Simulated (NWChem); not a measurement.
Species: AlHOCl₂; SMILES [OH][Al]([Cl])[Cl]

```xyz
5

Al     0.0571     0.0000     0.4124
Cl    -1.8217     0.0000    -0.5296
Cl     1.8088     0.0000    -0.7321
O      0.2286     0.0000     2.1075
H     -0.5327     0.0000     2.7091
```
Atoms are numbered in this order, from 1.

Computed with NWChem. Coordinates come from a PBE-D3(BJ)/def2-SVP optimisation. Atomic charges in e: unrestrained fits to the electrostatic potential beside Mulliken populations; buried atoms are poorly determined by the fit.

Problem. What does the run give for B3LYP/def2-SVP? Quantities: ESP Al1; Mulliken Al1; ESP Cl2; Mulliken Cl2; ESP Cl3; Mulliken Cl3; ESP O4; Mulliken O4; relative RMS misfit of the potential (%).

Solution. 
* **ESP Al1**: 0.85
* **Mulliken Al1**: 0.77
* **ESP Cl2**: -0.29
* **Mulliken Cl2**: -0.27
* **ESP Cl3**: -0.26
* **Mulliken Cl3**: -0.26
* **ESP O4**: -0.68
* **Mulliken O4**: -0.44
* **relative RMS misfit of the potential (%)**: 27
